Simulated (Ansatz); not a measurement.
Nudged elastic band run: C₃H₁₂N₂Si

Input file:

```yaml
crystal:
  periodic: [false, false, false]
  atoms:
    - { symbol: C, position_ang: [-1.912413, -2.003005, -0.129504] }
    - { symbol: C, position_ang: [-0.78885, -1.142107, 0.439928] }
    - { symbol: C, position_ang: [-0.526967, 0.124884, -0.381389] }
    - { symbol: Si, position_ang: [0.868814, 1.179121, 0.314156] }
    - { symbol: "N", position_ang: [1.062141, 2.496325, -0.784962] }
    - { symbol: "N", position_ang: [2.418964, 0.437471, 0.462782] }
    - { symbol: H, position_ang: [-2.853564, -1.442756, -0.164278] }
    - { symbol: H, position_ang: [-1.680064, -2.3208, -1.152157] }
    - { symbol: H, position_ang: [-2.079042, -2.902708, 0.472737] }
    - { symbol: H, position_ang: [0.134493, -1.734752, 0.494] }
    - { symbol: H, position_ang: [-1.031049, -0.864583, 1.474788] }
    - { symbol: H, position_ang: [-0.286904, -0.14824, -1.419295] }
    - { symbol: H, position_ang: [-1.448997, 0.724137, -0.43398] }
    - { symbol: H, position_ang: [0.518374, 1.506887, 1.733732] }
    - { symbol: H, position_ang: [0.253475, 2.897321, -1.238588] }
    - { symbol: H, position_ang: [1.756472, 3.204139, -0.588894] }
    - { symbol: H, position_ang: [2.66352, -0.067885, 1.301373] }
    - { symbol: H, position_ang: [2.894097, 0.067648, -0.348548] }
basis:
  gaussian: { orbitals: "6-31G*" }
hamiltonian:
  xc: r2scanh
  dispersion: d4
neb:
  order_check: false
  images: 5
  f_tol: 0.05
  max_iterations: 29
  final_atoms:
    - { symbol: C, position_ang: [-2.15831736, -1.7467488, -0.18054016] }
    - { symbol: C, position_ang: [-1.31394986, -0.57142297, 0.30400282] }
    - { symbol: C, position_ang: [0.10488427, -0.57082256, -0.28038496] }
    - { symbol: Si, position_ang: [1.21577741, 0.79573068, 0.3844346] }
    - { symbol: "N", position_ang: [0.47950339, 2.28214165, -0.09446453] }
    - { symbol: "N", position_ang: [2.84210368, 0.8649904, -0.18611191] }
    - { symbol: H, position_ang: [-2.25222191, -1.73469255, -1.27214102] }
    - { symbol: H, position_ang: [-1.69525476, -2.69909484, 0.10054544] }
    - { symbol: H, position_ang: [-3.16732273, -1.72451545, 0.24518955] }
    - { symbol: H, position_ang: [-1.26016847, -0.59046125, 1.40115856] }
    - { symbol: H, position_ang: [-1.82494806, 0.36541747, 0.04215373] }
    - { symbol: H, position_ang: [0.5852064, -1.53527025, -0.05921352] }
    - { symbol: H, position_ang: [0.05361239, -0.50219333, -1.37657683] }
    - { symbol: H, position_ang: [1.37985986, 0.551509, 1.85403415] }
    - { symbol: H, position_ang: [-0.52713226, 2.3632619, -0.11550706] }
    - { symbol: H, position_ang: [0.90581498, 3.15373456, 0.18968672] }
    - { symbol: H, position_ang: [3.56231175, 0.32109713, 0.26636195] }
    - { symbol: H, position_ang: [3.03274128, 0.98843622, -1.17072655] }
  initial_path:
    images:
      - { positions_ang: [[-1.912413, -2.003005, -0.129504], [-0.78885, -1.142107, 0.439928], [-0.526967, 0.124884, -0.381389], [0.868814, 1.179121, 0.314156], [1.062141, 2.496325, -0.784962], [2.418964, 0.437471, 0.462782], [-2.853564, -1.442756, -0.164278], [-1.680064, -2.3208, -1.152157], [-2.079042, -2.902708, 0.472737], [0.134493, -1.734752, 0.494], [-1.031049, -0.864583, 1.474788], [-0.286904, -0.14824, -1.419295], [-1.448997, 0.724137, -0.43398], [0.518374, 1.506887, 1.733732], [0.253475, 2.897321, -1.238588], [1.756472, 3.204139, -0.588894], [2.66352, -0.067885, 1.301373], [2.894097, 0.067648, -0.348548]] }
      - { positions_ang: [[-1.98849095, -1.96103156, -0.12765402], [-0.94113941, -1.03752895, 0.45027905], [-0.36922076, -0.08613064, -0.40205424], [0.98434277, 1.03665315, 0.30993467], [0.99015571, 2.4310743, -0.58111136], [2.51380796, 0.50633564, 0.20516861], [-2.74224972, -1.4535882, -0.48332386], [-1.6471329, -2.47430323, -0.88770387], [-2.39183595, -2.6109401, 0.47633078], [-0.21581784, -1.55651503, 0.8146589], [-1.29948293, -0.54333642, 1.21096086], [-0.01780083, -0.56985698, -1.14794023], [-1.10625945, 0.43972987, -0.76819555], [0.74232097, 1.23241162, 1.75977943], [0.12856188, 2.76864568, -0.81665996], [1.63378616, 3.12207176, -0.23786189], [2.87713082, 0.39671511, 0.92625995], [2.81182449, 0.37069098, -0.64896628]] }
      - { positions_ang: [[-2.06456891, -1.91905812, -0.12580404], [-1.09342883, -0.93295091, 0.4606301], [-0.21147452, -0.29714528, -0.42271948], [1.09987155, 0.89418531, 0.30571334], [0.91817041, 2.36582361, -0.37726072], [2.60865191, 0.57520027, -0.05244479], [-2.63093544, -1.4644204, -0.80236972], [-1.61420179, -2.62780646, -0.62325074], [-2.70462989, -2.3191722, 0.47992456], [-0.56612868, -1.37827807, 1.1353178], [-1.56791685, -0.22208984, 0.94713372], [0.25130234, -0.99147395, -0.87658546], [-0.7635219, 0.15532274, -1.1024111], [0.96626793, 0.95793625, 1.78582687], [0.00364875, 2.63997035, -0.39473193], [1.51110031, 3.04000453, 0.11317022], [3.09074164, 0.86131521, 0.55114691], [2.72955197, 0.67373396, -0.94938455]] }
      - { positions_ang: [[-2.14064686, -1.87708469, -0.12395406], [-1.24571824, -0.82837286, 0.47098116], [-0.05372828, -0.50815992, -0.44338472], [1.21540032, 0.75171746, 0.30149202], [0.84618512, 2.30057291, -0.17341008], [2.70349587, 0.64406491, -0.31005818], [-2.51962117, -1.4752526, -1.12141558], [-1.58127069, -2.78130969, -0.35879761], [-3.01742384, -2.02740429, 0.48351835], [-0.91643953, -1.2000411, 1.45597669], [-1.83635078, 0.09915675, 0.68330658], [0.52040551, -1.41309093, -0.6052307], [-0.42078435, -0.12908439, -1.43662665], [1.1902149, 0.68346087, 1.8118743], [-0.12126437, 2.51129503, 0.02719611], [1.38841447, 2.95793729, 0.46420233], [3.30435246, 1.32591532, 0.17603386], [2.64727946, 0.97677693, -1.24980283]] }
      - { positions_ang: [[-2.14653703, -1.83363939, -0.14281609], [-1.26846211, -0.7427229, 0.41532171], [-0.00085743, -0.52904747, -0.38905146], [1.21552602, 0.76638853, 0.32913954], [0.72395787, 2.29442916, -0.1470949], [2.74969847, 0.71770674, -0.26874276], [-2.43048808, -1.56173258, -1.17165739], [-1.61926538, -2.75390474, -0.20568326], [-3.06739014, -1.92644135, 0.40407542], [-1.03101584, -0.99684782, 1.43770398], [-1.83254987, 0.18791032, 0.46958897], [0.5420058, -1.45381737, -0.42322497], [-0.26265211, -0.25345404, -1.41661004], [1.25342988, 0.63947692, 1.82592759], [-0.25655367, 2.46195065, -0.02037161], [1.22754798, 3.02320304, 0.37269713], [3.39033889, 0.99097592, 0.20614322], [2.77576673, 0.98066336, -1.22344407]] }
      - { positions_ang: [[-2.15242719, -1.7901941, -0.16167812], [-1.29120599, -0.65707293, 0.35966226], [0.05201342, -0.54993502, -0.33471821], [1.21565171, 0.78105961, 0.35678707], [0.60173063, 2.2882854, -0.12077971], [2.79590108, 0.79134857, -0.22742733], [-2.341355, -1.64821256, -1.2218992], [-1.65726007, -2.72649979, -0.05256891], [-3.11735643, -1.8254784, 0.32463248], [-1.14559216, -0.79365453, 1.41943127], [-1.82874897, 0.2766639, 0.25587135], [0.5636061, -1.49454381, -0.24121925], [-0.10451986, -0.37782368, -1.39659344], [1.31664487, 0.59549296, 1.83998087], [-0.39184297, 2.41260627, -0.06793934], [1.06668148, 3.0884688, 0.28119192], [3.47632532, 0.65603652, 0.23625259], [2.90425401, 0.98454979, -1.19708531]] }
      - { positions_ang: [[-2.15831736, -1.7467488, -0.18054016], [-1.31394986, -0.57142297, 0.30400282], [0.10488427, -0.57082256, -0.28038496], [1.21577741, 0.79573068, 0.3844346], [0.47950339, 2.28214165, -0.09446453], [2.84210368, 0.8649904, -0.18611191], [-2.25222191, -1.73469255, -1.27214102], [-1.69525476, -2.69909484, 0.10054544], [-3.16732273, -1.72451545, 0.24518955], [-1.26016847, -0.59046125, 1.40115856], [-1.82494806, 0.36541747, 0.04215373], [0.5852064, -1.53527025, -0.05921352], [0.05361239, -0.50219333, -1.37657683], [1.37985986, 0.551509, 1.85403415], [-0.52713226, 2.3632619, -0.11550706], [0.90581498, 3.15373456, 0.18968672], [3.56231175, 0.32109713, 0.26636195], [3.03274128, 0.98843622, -1.17072655]] }
```

Launched with:

```bash
$ ansatz run input.yaml --threads 2 --pin off --max-ram 3072MiB --backend cpu --events-out ev --progress --plain --runs-dir out
```

Output, in part (warnings, iteration lines, the closing report on the highest movable image, with atoms numbered from 0):

```
NEB end point (image 0): max|allowed force component| = 3.586e-3 eV/Å (the criterion of neb.relax_end_points is 1.000e-2)
NEB end point (image 6): max|allowed force component| = 8.916e-3 eV/Å (the criterion of neb.relax_end_points is 1.000e-2)
NEB iter   1: max|band force component| = 1.374e1 eV/Å  barrier→ = 5.6260 eV  barrier← = 5.6168 eV  Δτ_max = 0.1990 Å  (186 SCF iters)
NEB iter   2: max|band force component| = 2.569e0 eV/Å  barrier→ = 0.7606 eV  barrier← = 0.7514 eV  Δτ_max = 0.1957 Å  (139 SCF iters)
NEB iter   3: max|band force component| = 1.074e0 eV/Å  barrier→ = 0.3808 eV  barrier← = 0.3716 eV  Δτ_max = 0.2000 Å  (133 SCF iters)
NEB iter   4: max|band force component| = 5.958e-1 eV/Å  barrier→ = 0.2377 eV  barrier← = 0.2285 eV  Δτ_max = 0.1541 Å  (132 SCF iters)
NEB iter   5: max|band force component| = 5.055e-1 eV/Å  barrier→ = 0.1392 eV  barrier← = 0.1301 eV  Δτ_max = 0.1993 Å  (128 SCF iters)
NEB iter   6: max|band force component| = 2.843e-1 eV/Å  barrier→ = 0.0950 eV  barrier← = 0.0858 eV  CI = image 3  Δτ_max = 0.1158 Å  (135 SCF iters)
NEB iter   7: max|band force component| = 2.955e-1 eV/Å  barrier→ = 0.0840 eV  barrier← = 0.0748 eV  CI = image 3  Δτ_max = 0.0584 Å  (130 SCF iters)
NEB iter   8: max|band force component| = 1.059e-1 eV/Å  barrier→ = 0.0773 eV  barrier← = 0.0681 eV  CI = image 3  Δτ_max = 0.0823 Å  (131 SCF iters)
NEB iter   9: max|band force component| = 7.827e-2 eV/Å  barrier→ = 0.0754 eV  barrier← = 0.0662 eV  CI = image 3  Δτ_max = 0.0665 Å  (136 SCF iters)
NEB iter  10: max|band force component| = 5.077e-2 eV/Å  barrier→ = 0.0737 eV  barrier← = 0.0646 eV  CI = image 3  Δτ_max = 0.0757 Å  (135 SCF iters)
NEB iter  11: max|band force component| = 4.728e-2 eV/Å  barrier→ = 0.0732 eV  barrier← = 0.0640 eV  CI = image 3  Δτ_max = 0.0000 Å  (267 SCF iters)
Total energy: -14160.73532385 eV, -520.3974246605 hartree
Atom 0 at    -2.109570    -1.877168    -0.121450 Å, force     0.012350     0.006305     0.010435 eV/Å
Atom 1 at    -1.114655    -0.919792     0.527963 Å, force    -0.011877     0.013349    -0.021612 eV/Å
Atom 2 at    -0.171496    -0.260968    -0.488780 Å, force    -0.003207    -0.018952     0.010487 eV/Å
Atom 3 at     1.082798     0.910227     0.291551 Å, force     0.034648    -0.014722     0.016141 eV/Å
Atom 4 at     0.711546     2.480149    -0.343012 Å, force     0.000038    -0.024235    -0.021479 eV/Å
Atom 5 at     2.725909     0.476449    -0.020091 Å, force    -0.047590     0.031565     0.008973 eV/Å
Atom 6 at    -2.743387    -1.352752    -0.845868 Å, force     0.007195    -0.000816     0.004179 eV/Å
Atom 7 at    -1.585538    -2.675181    -0.659372 Å, force    -0.003259    -0.002735     0.000237 eV/Å
Atom 8 at    -2.764184    -2.345488     0.621655 Å, force    -0.001832     0.001540    -0.005224 eV/Å
Atom 9 at    -0.524391    -1.459206     1.279847 Å, force     0.002808    -0.000111    -0.006827 eV/Å
Atom 10 at    -1.662583    -0.144447     1.081047 Å, force     0.002066    -0.004433     0.004558 eV/Å
Atom 11 at     0.382687    -1.042812    -1.026247 Å, force    -0.005715     0.010879    -0.003254 eV/Å
Atom 12 at    -0.760949     0.269217    -1.250237 Å, force    -0.005938    -0.002278    -0.004464 eV/Å
Atom 13 at     0.997279     0.779507     1.780785 Å, force    -0.000716     0.005398     0.002484 eV/Å
Atom 14 at    -0.243117     2.700900    -0.590280 Å, force    -0.007387     0.007923     0.002031 eV/Å
Atom 15 at     1.189207     3.299741     0.005997 Å, force     0.006601     0.001733     0.008016 eV/Å
Atom 16 at     3.403433     0.509016     0.726588 Å, force     0.011323    -0.005964    -0.015199 eV/Å
Atom 17 at     3.149511     0.663706    -0.918194 Å, force     0.010490    -0.004448     0.010519 eV/Å
Dipole moment:     0.084717     0.270170    -0.036364 e Å
```

It converged. A vibrational analysis at the climbing image gives one clearly imaginary mode, 49i cm⁻¹: a first-order saddle point.

Final band (atoms are numbered from 1 in the order of the input):

```json
{"image": "0", "path coordinate (Å)": "0.00", "energy (kcal/mol)": "0.0", "dihedral H13–C3–Si4–N6 (°)": "-179"}
{"image": "1", "path coordinate (Å)": "1.20", "energy (kcal/mol)": "0.4", "dihedral H13–C3–Si4–N6 (°)": "-157"}
{"image": "2", "path coordinate (Å)": "2.39", "energy (kcal/mol)": "1.2", "dihedral H13–C3–Si4–N6 (°)": "-139"}
{"image": "3", "path coordinate (Å)": "3.59", "energy (kcal/mol)": "1.7", "dihedral H13–C3–Si4–N6 (°)": "-115"}
{"image": "4", "path coordinate (Å)": "4.60", "energy (kcal/mol)": "1.4", "dihedral H13–C3–Si4–N6 (°)": "-95"}
{"image": "5", "path coordinate (Å)": "5.62", "energy (kcal/mol)": "0.5", "dihedral H13–C3–Si4–N6 (°)": "-75"}
{"image": "6", "path coordinate (Å)": "6.63", "energy (kcal/mol)": "0.2", "dihedral H13–C3–Si4–N6 (°)": "-58"}
```

Run time: 6.3 min on 2 threads of Arm Neoverse V2, on a shared host, peak memory 0.34 GiB.
